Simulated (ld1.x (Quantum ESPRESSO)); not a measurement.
# Which change was made? (O, TM semilocal)

- Element: O
- Generator: ld1.x (Quantum ESPRESSO) 7.5
- Type: norm-conserving Troullier–Martins (semilocal form)
- Functional: LDA (PZ)
- Relativity: scalar-relativistic
- Frozen core: [He]
- Valence charge: 6
- Reference configuration: 2s2 2p4
- Partial waves: 2p (bound): rc 1.50 bohr; 2s (bound): rc 0.65 bohr
- Local potential: the s channel
- Core correction: none

Cutoffs, loose and tight: the cutoffs (Ry, on a coarse ladder) from which the occupation-weighted sum of valence levels, in a spherical-Bessel basis at the reference potential, stays within 10 and 1 mRy of its value at 400 Ry. They do not see the model core or the augmentation charge, which bear on the density cutoff. Test errors are all-electron minus pseudo excitation energies from the reference, over the configurations 2s2 2p3; 2s2 2p2; 2s2 2p1; 2s1 2p5; 2s2 2p4.3; 2s0 2p6; 2s1 2p4 (two spin-polarised tests are not counted in the largest error); variants that change the core or the reference have their own tests.

The base gives: outcome: generated; cutoff, loose: 140 Ry; cutoff, tight: 300 Ry; bound ghosts: none; largest test error (meV): +708.

(1) After one change the result is: outcome: generated; cutoff, loose: 260 Ry; cutoff, tight: over 300 Ry; bound ghosts: none; largest test error (meV): +419. Which change was it?
A. reference 2s1.75 2p4.25
B. all radii scaled by about 0.83 (s 0.54, p 1.24 bohr)
C. all radii scaled by about 1.06 (s 0.68, p 1.60 bohr)

## Answers

(1) B. The others give: reference 2s1.75 2p4.25 → outcome: generated; cutoff, loose: 140 Ry; cutoff, tight: 300 Ry; bound ghosts: none; largest test error (meV): +2507 | all radii scaled by about 1.06 (s 0.68, p 1.60 bohr) → outcome: generated; cutoff, loose: 100 Ry; cutoff, tight: 200 Ry; bound ghosts: none; largest test error (meV): +938.
